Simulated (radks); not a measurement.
Charge is removed step by step from the 5p3/2 level of Ho3+, starting from [Kr] 4d10 4f10 5s2 5p(1/2: 2, 3/2: 4). Calculated with a radial shooting solver on a logarithmic mesh with Libxc functionals: Dirac Kohn-Sham, PBE, spin-unpolarised, spherical densities, finite nucleus; open shells fill j = l - 1/2 first; Fermi nuclear charge, rms radius 5.2022 fm.

| removed (e) | E - E(0) (eV) | eigenvalue (eV) | E minus straight line (eV) |
|---|---|---|---|
| 0 | 0.000 | -52.846 | 0.000 |
| 0.25 | 13.647 | -56.338 | -1.327 |
| 0.5 | 28.173 | -59.872 | -1.777 |
| 0.75 | 43.586 | -63.445 | -1.337 |
| 1 | 59.898 | -67.056 | 0.000 |

Removing the whole electron costs 59.898 eV by Delta-SCF, against 52.846 eV from minus the eigenvalue at the starting occupation. Slater's transition state (half an electron removed) gives 59.872 eV. Integrating minus the eigenvalue over the occupation (Janak's theorem) gives 59.898 eV. The mean slope of the eigenvalue, de/dn, is 14.2 eV per electron.
